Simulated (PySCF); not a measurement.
A structure optimised at PBE0-D3(BJ)/def2-SVP, used in a PySCF frequency run:

```xyz
12

Si     1.3559    -0.1955    -0.9521
F      2.3047    -0.5720     0.3203
N     -0.3058    -0.4880    -0.6320
Si    -1.4623     0.5753     0.1522
N     -1.8058     0.3031     1.8177
H      1.5552     1.2534    -1.2084
H      1.8103    -1.0621    -2.0723
H     -0.6126    -1.4484    -0.7719
H     -2.7727     0.4312    -0.5453
H     -0.8614     1.9296    -0.0047
H     -2.5081    -0.3720     2.0953
H     -1.0837     0.3931     2.5237
```

Problem. Write its SMILES and formula.

Solution. N[SiH2]N[SiH2]F, FH₇N₂Si₂

Problem. What are its rotational constants (standard atomic weights)?

Solution. 6.2286, 1.4727, 1.2834 GHz
